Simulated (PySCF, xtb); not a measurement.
C3H10OSi, SMILES O[Si](C)(C)C.

GFN2-xTB run with xtb at its own geometry gives an orbital gap of 7.29 eV and a dipole moment of 1.35 D.

Geometry optimised at r2SCAN-D4/def2-SVP. The isomer is the one that the SMILES or the coordinates give; other isomers of the formula were not compared. Other conformers were not sampled.

What does ωB97X/def2-TZVP in PySCF give? (Estimate from the structure and the level; the computed values follow.)

gap 13.06 eV (levels -10.43 and 2.63 eV), dipole 1.42 D.
